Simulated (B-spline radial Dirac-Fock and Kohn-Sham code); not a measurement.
**Pd 4p3/2: cross section and angular parameters**

System: atomic palladium in the configuration 1s2 2s2 2p6 3s2 3p6 3d10 4s2 4p6 4d10; threshold 54.07 eV (orbital energy of the model). Calculated with a radial finite-basis atomic code, using Dirac-Hartree-Slater photoionisation with a Latter tail; cross sections with all multipoles, angular parameters from the dipole term and its interference with E2.

Input of the calculation (task.json; shells as n, l, electrons):

```json
{"items": [{
  "Z": 46,
  "q": 0,
  "cfg": [[1, 0, 2], [2, 0, 2], [2, 1, 6], [3, 0, 2], [3, 1, 6], [3, 2, 10], [4, 0, 2], [4, 1, 6], [4, 2, 10]],
  "A": 106,
  "rrms": 4.5318,
  "do": "xps",
  "hv": [60, 65.1, 71.1, 88.7, 98.2, 100, 106.0, 115.0, 150.0, 208.0, 300, 338.0, 380.0, 532.0, 620.0, 634.0, 800, 1020.0, 1253.6, 1700.0, 1730.0, 2250.0, 3110.0, 4030.0, 5210.0, 6870.0, 8047.8, 12000, 15000],
  "edges": {"K": 24350.0, "L1": 3604.0, "L2": 3330.0, "L3": 3173.0, "M1": 671.6, "M2": 559.9, "M3": 532.3, "M4": 340.5, "M5": 335.2, "N1": 87.1}
}]}
```

Run with: `python xray2_run.py task.json out`

For linearly polarised light dσ/dΩ = σ/(4π) [1 + β P₂(cos θ) + (δ + γ cos²θ) sin θ cos φ], with θ from the polarisation vector and φ the angle between the beam and the projection of the electron momentum on the plane normal to the polarisation.

| hν (eV) | σ (kb) | β | γ | δ |
| --- | --- | --- | --- | --- |
| 65.1 | 1680 | 1.878 | -0.044 | 0.006 |
| 71.1 | 1160 | 1.664 | -0.086 | 0.009 |
| 88.7 | 501 | 0.631 | 0.218 | -0.033 |
| 98.2 | 385 | 0.132 | 0.460 | -0.070 |
| 100 | 371 | 0.060 | 0.474 | -0.073 |
| 106 | 336 | -0.116 | 0.445 | -0.073 |
| 115 | 306 | -0.222 | 0.291 | -0.056 |
| 150 | 272 | 0.122 | -0.076 | 0.018 |
| 208 | 241 | 0.756 | 0.057 | 0.032 |
| 300 | 186 | 1.210 | 0.195 | 0.017 |
| 338 | 166 | 1.310 | 0.202 | 0.012 |
| 380 | 147 | 1.392 | 0.194 | 0.009 |
| 532 | 95.9 | 1.558 | 0.115 | 0.002 |
| 620 | 76.8 | 1.608 | 0.070 | 0.001 |
| 634 | 74.3 | 1.614 | 0.063 | 0.000 |
| 800 | ? | ? | ? | ? |
| 1020 | 34.1 | 1.693 | -0.026 | 0.001 |
| 1253.6 | 23.4 | 1.702 | -0.021 | 0.001 |
| 1700 | 12.9 | 1.692 | 0.046 | 0.003 |
| 1730 | 12.5 | 1.691 | 0.052 | 0.004 |
| 2250 | 7.21 | 1.664 | 0.171 | 0.006 |
| 3110 | 3.49 | 1.611 | 0.382 | 0.012 |
| 4030 | 1.88 | 1.553 | 0.595 | 0.019 |
| 5210 | 0.980 | 1.483 | 0.833 | 0.031 |
| 6870 | 0.470 | 1.394 | 1.109 | 0.050 |
| 8047.8 | 0.303 | 1.337 | 1.269 | 0.064 |
| 12000 | 0.0959 | 1.175 | 1.669 | 0.114 |
| 15000 | 0.0489 | 1.075 | 1.882 | 0.152 |

Task: Give the values at 800 eV.

Result: σ = 51.5 kb, β = 1.664, γ = 0.005, δ = 0.000.
